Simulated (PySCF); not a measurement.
**Cost of excited-state runs on `C=CC[P@@](C)(P)=[Se]`, C₄H₁₀P₂Se**

Geometry (Å), atoms numbered from 1 in this order:
```xyz
17

C     2.488    0.248    0.751
C     1.871   -0.316   -0.272
C     0.579   -1.047   -0.147
P    -0.781    0.150   -0.553
C    -2.303   -0.784   -0.117
P    -0.598    1.640    1.050
Se   -0.764    0.822   -2.550
H     3.403    0.802    0.630
H     2.111    0.158    1.759
H     2.258   -0.216   -1.278
H     0.510   -1.872   -0.860
H     0.415   -1.407    0.871
H    -3.167   -0.167   -0.358
H    -2.338   -1.688   -0.723
H    -2.309   -1.036    0.943
H     0.307    2.387    0.308
H    -1.688    2.337    0.535
```

PySCF with density fitting, on 1 thread of an Arm Neoverse V2, shared host. Command: `OMP_NUM_THREADS=1 python excited_run.py task.json out`

(1) How long does each of these runs take, and how much memory?
- magnetisability and related constants, B97-2/pcSseg-1; isotopologues; writes grids
- magnetisability and related constants, BLYP/def2-SVP; IEF-PCM acetonitrile

Results:

(1) 
```csv
run,level,basis functions,wall time,peak memory (GiB)
magnetisability and related constants,B97-2/pcSseg-1,207,55 s,1
magnetisability and related constants,BLYP/def2-SVP,174,27 s,0.86
```
Times from a shared host are rough.
